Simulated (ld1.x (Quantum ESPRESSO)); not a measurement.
**Which change was made? (Sm, TM)**

Sm (Z = 62), norm-conserving Troullier–Martins (Kleinman–Bylander form), made with ld1.x (Quantum ESPRESSO) 7.5 (PBE, fully relativistic). Core [Kr] 4d10 4f6, reference 5s2 5p6 5d0 6s2 6p0. Waves: 5p (bound): rc 2.20 bohr; 5d (bound, empty): rc 2.95 bohr; 5s (bound): rc 2.30 bohr. Local part: the s channel. Core correction: none.

Open shells are filled in proportion to 2j + 1 (rel_dist='average').

Occupied shells without a wave of their own: 6s. They enter only through the test configuration that unscreens the potential.

Cutoffs, loose and tight: the cutoffs (Ry, on a coarse ladder) from which the occupation-weighted sum of valence levels, in a spherical-Bessel basis at the reference potential, stays within 10 and 1 mRy of its value at 400 Ry. They do not see the model core or the augmentation charge, which bear on the density cutoff. Test errors are all-electron minus pseudo excitation energies from the reference, over the configurations 5s2 5p6 5d0 6s1 6p0; 5s2 5p6 5d0 6s0 6p0; 5s2 5p6 5d0 6s1.5 6p0; 5s2 5p6 5d1 6s0 6p0; 5s2 5p6 5d0 6s1 6p1; 5s1 5p6 5d0 6s2 6p0; 5s2 5p6 5d0.5 6s1.5 6p0; variants that change the core or the reference have their own tests. The largest error is taken over the tests solved by every variant that gives reliable tests at all, those not shown here included: 5s1 5p6 5d0 6s2 6p0; 5s2 5p6 5d0 6s0 6p0; 5s2 5p6 5d0 6s1 6p0; 5s2 5p6 5d0 6s1.5 6p0; 5s2 5p6 5d0.5 6s1.5 6p0; 5s2 5p6 5d1 6s0 6p0.

The base gives: outcome: generated, misses its reference levels by 0.89 eV; cutoff, loose: 25 Ry; cutoff, tight: 40 Ry; bound ghosts: none; largest test error (meV): -3454.

**Question.** After one change the result is: outcome: generated, misses its reference levels by 1.10 eV; bound ghosts: none; largest test error (meV): -4339. Which change was it?
A. all radii scaled by about 1.40 (s 3.22, p 3.08, d 4.14 bohr)
B. all radii scaled by about 1.06 (s 2.42, p 2.32, d 3.12 bohr)
C. all radii scaled by about 0.90 (s 2.06, p 1.98, d 2.66 bohr)
D. all radii scaled by about 0.82 (s 1.90, p 1.80, d 2.42 bohr)
E. all radii scaled by about 0.75 (s 1.72, p 1.64, d 2.20 bohr)

**Answer.** B. The others give: all radii scaled by about 0.90 (s 2.06, p 1.98, d 2.66 bohr) → outcome: generated, misses its reference levels by 0.46 eV; bound ghosts: none; largest test error (meV): -1816 | all radii scaled by about 0.82 (s 1.90, p 1.80, d 2.42 bohr) → outcome: generated, misses its reference levels by 0.27 eV; bound ghosts: none; largest test error (meV): -1056 | all radii scaled by about 0.75 (s 1.72, p 1.64, d 2.20 bohr) → outcome: generated; bound ghosts: not determined; largest test error (meV): -503 | all radii scaled by about 1.40 (s 3.22, p 3.08, d 4.14 bohr) → outcome: generated, misses its reference levels by 2.97 eV; bound ghosts: not determined; largest test error (meV): -7086.
